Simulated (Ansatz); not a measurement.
Reaction (silylene formation by 1,1-elimination): `O[SiH2][GeH2][OH]` → `[OH][GeH2][OH]` + `[SiH2]`

Calculated with Ansatz (gas phase, PBE0-D4/def2-TZVP geometries, no zero-point term in ΔE). CBS: MP2 limit from def2 TZ/QZ plus the TZ coupled-cluster correction, frozen cores. This one scheme is used for every species. DFT in def2-TZVPP. B3LYP here is the variant with VWN-RPA as its local correlation; programs differ in this. HSE06 is defined as in plane-wave codes. For Ge outer-core shells are correlated without core-valence functions, which leaves a few kJ/mol of doubt a bond. Scalar relativity is left out up to krypton. Each species was taken in one conformer, which may not be the lowest.

```tsv
level	ΔE (eV)	difference from CCSD(T)/CBS
PBE-D4	3.03	0.08
revPBE-D4	2.95	0.00
BLYP-D4	2.83	-0.12
r2SCAN-D4	3.17	0.22
B97M-V	2.90	-0.05
PBE0-D4	3.11	0.16
B3LYP-D4	2.94	-0.01
r2SCANh-D4	3.18	0.23
r2SCAN0-D4	3.19	0.24
HSE06-D4	3.11	0.16
BHLYP-D4	3.03	0.08
CAM-B3LYP-D4	2.99	0.04
ωB97X-V	3.03	0.08
ωB97M-V	2.89	-0.06
B2PLYP	2.89	-0.06
PBE-QIDH	3.10	0.15
PBE	2.96	0.01
revPBE	2.80	-0.15
BLYP	2.69	-0.26
r2SCAN	3.15	0.20
B3LYP	2.82	-0.13
r2SCANh	3.16	0.21
r2SCAN0	3.17	0.22
HSE06	3.05	0.10
BHLYP	2.92	-0.03
CAM-B3LYP	2.92	-0.03
LC-ωPBE	3.13	0.18
RPA@PBE/def2-TZVPP	2.64	-0.31
HF/def2-SVP	2.58	-0.37
MP2/def2-SVP	2.76	-0.19
CCSD(T)/def2-SVP	2.58	-0.37
HF/def2-TZVPP	2.72	-0.23
MP2/def2-TZVPP	3.00	0.05
SCS-MP2/def2-TZVPP	2.88	-0.07
CCSD/def2-TZVPP	2.80	-0.15
CCSD(T)/def2-TZVPP	2.83	-0.12
HF/def2-QZVPP	2.72	-0.23
SCS-MP2/def2-QZVPP	2.94	-0.01
HF/CBS(def2)	2.72	-0.23
CCSD/CBS(def2)	2.92	-0.03
CCSD(T)/CBS	2.95	0
```

Largest T1 diagnostic among the species: 0.014.

From PBE to PBE0 (25 % exact exchange), in def2-TZVPP and without D4, ΔE moves by +0.09 eV. In def2-TZVPP, CCSD(T) changes the Hartree–Fock value by +0.11 eV (the triples alone add +0.03 eV) and MP2 by +0.29 eV.
